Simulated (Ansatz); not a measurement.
Input and output for C3H9ClGe (`[CH3][Ge]([CH3])([CH3])[Cl]`).

```yaml
crystal:
  periodic: [false, false, false]
  atoms:
    - {symbol: C, position_ang: [-1.852417, 0.714157, 0.459964]}
    - {symbol: Ge, position_ang: [0.072401, 0.035842, -0.357102]}
    - {symbol: C, position_ang: [1.420246, 0.589744, 1.443372]}
    - {symbol: C, position_ang: [0.607805, -1.272903, -1.118647]}
    - {symbol: Cl, position_ang: [0.557104, 2.176880, -1.359585]}
    - {symbol: H, position_ang: [-1.878239, 1.727250, 0.759657]}
    - {symbol: H, position_ang: [-2.249930, -0.036273, 0.921696]}
    - {symbol: H, position_ang: [-2.322210, 0.921961, -0.488698]}
    - {symbol: H, position_ang: [1.166092, 1.525910, 1.792959]}
    - {symbol: H, position_ang: [2.382745, 0.460563, 1.113197]}
    - {symbol: H, position_ang: [1.055083, -0.582472, 2.253726]}
    - {symbol: H, position_ang: [0.210506, -2.265083, -0.948786]}
    - {symbol: H, position_ang: [1.522626, -1.269780, -1.619537]}
    - {symbol: H, position_ang: [-0.209733, -1.204090, -2.339375]}
basis:
  gaussian: {orbitals: cc-pVDZ}
hamiltonian: {xc: {name: wB97}}
output: {forces: true}
```

```sh
$ ansatz run in.yaml --threads 2 --pin off --events-out ev --progress --plain --max-ram 22528MiB --backend cpu
```

It prints (some lines left out):

```
Functional definition: wB97
1701 factors; their error is unknown
506 factors; integrals over basis functions are off by at most 2.4e-5 eV
mean field evaluation 1: about -72290.7198 eV, gradient 4.5e1 eV
mean field evaluation 2: about -72293.5402 eV, gradient 3.3e1 eV
mean field evaluation 4: about -72296.2962 eV, gradient 1.6e0 eV
mean field evaluation 8: about -72296.3076 eV, gradient 9.0e-2 eV
mean field evaluation 16: about -72296.2539 eV, gradient 1.9e-4 eV
mean field -72296.25392582 eV, -2656.8383276130 hartree, gradient 4.5e-5 eV, S^2 0.000000; 0 other end points of the search recorded, 0 dependent functions left out
reference -72296.25391543 eV, -2656.8383272310 hartree; 38, 38 occupied and 94, 94 virtual orbitals, 1701 factors
Total energy: -72296.25391543 eV, -2656.8383272310 hartree
Atom 0 at    -1.852417     0.714157     0.459964 Å, force     4.901654     2.347840    -6.136406 eV/Å
Atom 1 at     0.072401     0.035842    -0.357102 Å, force    -3.052138    14.528319    10.233294 eV/Å
Atom 2 at     1.420246     0.589744     1.443372 Å, force    -5.130065    -7.428088    -0.708207 eV/Å
Atom 3 at     0.607805    -1.272903    -1.118647 Å, force    -1.606570    -9.090696   -10.232579 eV/Å
Atom 4 at     0.557104     2.176880    -1.359585 Å, force    -0.359712    -1.802696     0.117181 eV/Å
Atom 5 at    -1.878239     1.727250     0.759657 Å, force     0.915134     1.182312     1.745634 eV/Å
Atom 6 at    -2.249930    -0.036273     0.921696 Å, force    -3.091620    -4.648538     3.674799 eV/Å
Atom 7 at    -2.322210     0.921961    -0.488698 Å, force    -0.999807    -0.663097    -1.001080 eV/Å
Atom 8 at     1.166092     1.525910     1.792959 Å, force    -0.872051     2.310837     1.328688 eV/Å
Atom 9 at     2.382745     0.460563     1.113197 Å, force     3.097766    -0.353482    -0.665950 eV/Å
Atom 10 at     1.055083    -0.582472     2.253726 Å, force     1.360048     4.166418    -2.148545 eV/Å
Atom 11 at     0.210506    -2.265083    -0.948786 Å, force     0.237874    -0.569554     0.850013 eV/Å
Atom 12 at     1.522626    -1.269780    -1.619537 Å, force     2.218836    -0.026382    -0.497220 eV/Å
Atom 13 at    -0.209733    -1.204090    -2.339375 Å, force     2.380649     0.046808     3.440379 eV/Å
Dipole moment:    -0.310579    -1.037601    -0.113276 e Å
```

Run time 9.5 s (2 threads of an AMD EPYC 7R13 on a shared host); peak host memory 0.39 GiB.
